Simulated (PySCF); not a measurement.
Bonds (- single, = double, # triple, : aromatic): Si1-C2, C2:C3, C3:N4, N4:C5, C5:P6, P6:C7, C7-C8, C8-C9, C9-C10, C7:C2, C10-C8. Si1 carries H11, H12, H13; C3 carries H14; C5 carries H15; C8 carries H16; C9 carries H17, H18; C10 carries H19, H20. H18, H20 are cis to C7 on the ring; H17, H19 are trans to C7 on the ring.

Geometry: PBE0-D3(BJ)/def2-SVP; GIAO shifts from PySCF 2.14.0 with density-fitted response routines, gas phase, non-relativistic, averaged over equivalent atoms.

At PBE0/pcSseg-1 (234 basis functions, 56 s wall time on 1 thread of an Arm Neoverse V2, shared host):
```json
{"atoms": "Si1", "δ (ppm)": "-66.2"}
{"atoms": "C7", "δ (ppm)": "209.5"}
{"atoms": "C5", "δ (ppm)": "193.5"}
{"atoms": "C3", "δ (ppm)": "159.0"}
{"atoms": "C2", "δ (ppm)": "128.8"}
{"atoms": "C8", "δ (ppm)": "26.7"}
{"atoms": "C9/C10", "δ (ppm)": "23.5"}
{"atoms": "N4", "δ (ppm)": "369.5"}
{"atoms": "P6", "δ (ppm)": "183.0"}
{"atoms": "H15", "δ (ppm)": "10.41"}
{"atoms": "H14", "δ (ppm)": "9.00"}
{"atoms": "H11/H12/H13", "δ (ppm)": "4.64"}
{"atoms": "H16", "δ (ppm)": "1.88"}
{"atoms": "H17/H19", "δ (ppm)": "1.58"}
{"atoms": "H18/H20", "δ (ppm)": "1.21"}
```

Referencing at the same level of theory: TMS for 29Si (351.99 ppm) and 13C (184.41 ppm) and 1H (31.27 ppm); 15N (265.67 ppm) vs NH3; 31P (310.13 ppm) vs H3PO4.

Estimate the result of repeating the calculation with wB97X-D/pcSseg-1.

## Answers


```
      atoms  δ at wB97X-D/pcSseg-1  change
        Si1                  -64.6    +1.6
         C7                  213.6    +4.1
         C5                  196.9    +3.4
         C3                  161.0    +2.0
         C2                  129.4    +0.6
         C8                   24.8    -1.9
     C9/C10                   22.5    -1.0
         N4                  370.4    +0.9
         P6                  188.7    +5.7
        H15                  10.42   +0.01
        H14                   9.03   +0.03
H11/H12/H13                   4.60   -0.04
        H16                   1.82   -0.06
    H17/H19                   1.53   -0.05
    H18/H20                   1.18   -0.03
```

Scale: 29Si (σ = 352.93 ppm), 13C (σ = 184.54 ppm), 1H (σ = 31.38 ppm) vs TMS; 15N (σ = 263.98 ppm) vs NH3; H3PO4 for 31P (σ = 307.18 ppm) (reference shieldings calculated alike).

The largest change is at P6 (phosphorus bonded to 2 C, in a 6-membered ring). Cost: 234 basis functions, 73 s wall time on 1 thread of an Arm Neoverse V2, shared host. The order of the carbon signals is the same at both levels.

Experimental scales use liquid or dissolved standards, which lie at an offset from isolated NH3 (liquid NH3: subtract about 20 ppm) and H3PO4. Unscaled 15N shifts of sp2 nitrogen come out 20 to 40 ppm too high even then.
